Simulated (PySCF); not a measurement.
1-fluorocyclopropane-1-carbaldehyde (C4H5FO), SMILES O=CC1(F)CC1. Heavy atoms are numbered as in [O:1]=[CH:2][C:3]1([F:4])[CH2:5][CH2:6]1. Hydrogens are named by the atom that carries them.

Coordinates come from a B3LYP-D3(BJ)/def2-SVP optimisation. The values are those of a single conformer.

Calculation: PBE0/def2-TZVP (PySCF).

ESP charges are fitted to the potential on shells at 1.4 to 2.0 van der Waals radii. Atomic charges (e), one atom of each kind:

```
atom      Mulliken  meta-Löwdin  ESP fit
--------  --------  -----------  -------
O1           -0.29        -0.40    -0.39
C2 (CH)       0.06         0.27     0.27
C3            0.29         0.25     0.25
F4           -0.21        -0.30    -0.23
C5 (CH2)     -0.27        -0.24    -0.34
H on C2       0.09         0.09     0.06
H on C5       0.15         0.14     0.18
```

Question: Give the Mayer and Wiberg (Löwdin basis) orders of the bonds. (The exact figures need the calculation; the answer reports its results.)

Answer: 
```json
[
 {"bond": "O1–C2", "Mayer": "2.07", "Wiberg": "2.74"},
 {"bond": "C2–C3", "Mayer": "0.97", "Wiberg": "1.20"},
 {"bond": "C3–F4", "Mayer": "1.07", "Wiberg": "1.64"},
 {"bond": "C3–C5", "Mayer": "0.91", "Wiberg": "1.17"},
 {"bond": "C3–C6", "Mayer": "0.91", "Wiberg": "1.17"},
 {"bond": "C5–C6", "Mayer": "1.02", "Wiberg": "1.29"}
]
```
